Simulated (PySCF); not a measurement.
## C₆ coefficients of unlike pairs at UHF

Calculated with PySCF 2.14 from the dipole response of each species, C₆(A,B) = (3/π) ∫ α_A(iu) α_B(iu) du, in atomic units, from isotropic polarisabilities. For ions this is the dispersion term alone; charge-induced terms of lower order in 1/R come first.

```tsv
species	configuration	basis	relativity	α (bohr³)	C₆ (like pair)
In⁺	[Kr] 4d10 5s2 (1S)	aug-cc-pVQZ-PP with ECP28MDF (7s7p5d3f2g)	core potential	29.46	205.7
Ag³⁺	[Kr] 4d8 (3F)	aug-cc-pVDZ-PP with ECP28MDF (5s5p4d2f)	core potential	3.600	15.99
Al⁺	[Ne] 3s2 (1S)	aug-cc-pVQZ-DK (7s6p4d3f2g)	spin-free X2C	26.15	138.0
Ta	[Xe] 4f14 5d3 6s2 (4F)	aug-cc-pwCVTZ-PP with ECP60MDF (8s8p7d4f3g)	core potential	109.8	1459
```

**Question.** Estimate C₆ for Ta with Ag³⁺.

**Answer.** The integral gives 100.4. The combination rule 2 C_A C_B / (C_A α_B/α_A + C_B α_A/α_B) gives 87.14 and the geometric mean 152.8.

No spin-orbit coupling is included.

The other pairs:

```json
{"pair": "Al⁺, Ag³⁺", "C₆": "32.87"}
{"pair": "Ta, Al⁺", "C₆": "441.0"}
{"pair": "Al⁺, In⁺", "C₆": "166.5"}
{"pair": "Ag³⁺, In⁺", "C₆": "45.87"}
{"pair": "Ta, In⁺", "C₆": "528.1"}
```
